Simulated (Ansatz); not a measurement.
CH₄CdO⁺, that is CdMe(OH) with one electron fewer. The state is a doublet with charge 1. Geometry r2SCAN-D4/def2-TZVP; atoms count from 1.

Cartesian coordinates in Å:
```
Cd 0.478 -0.391 0.507
C -0.164 0.891 -1.149
H -0.094 1.875 -0.690
H -1.167 0.541 -1.376
H 0.605 0.638 -1.878
O 0.428 -1.853 1.887
H -0.086 -1.702 2.699
```

In the def2 sets Cd takes a core potential; there is no spin–orbit coupling.

Problem. Estimate the Mulliken populations from the PBE0/def2-TZVP orbitals of Ansatz.

Solution. 
```
atom  charge (e)  spin (α − β)  d electrons
 Cd1        0.93         -0.01         9.97
  C2       -0.45          0.50            –
  H3        0.21         -0.01            –
  H4        0.21         -0.01            –
  H5        0.21          0.00            –
  O6       -0.50          0.54            –
  H7        0.38         -0.01            –
```
Mulliken values and Mayer orders depend strongly on the basis.

Problem. Where does the spin sit?

Solution. Summed by element: Cd -0.01, C 0.50, H -0.03, O 0.54, of 1 unpaired in all. Largest on single atoms: O6 0.54, C2 0.50, H7 -0.01.

Problem. And the Mayer bond orders between bonded heavy atoms (over 0.3)?

Solution. Cd1–C2 0.66 (2.19 Å); Cd1–O6 0.77 (2.01 Å).
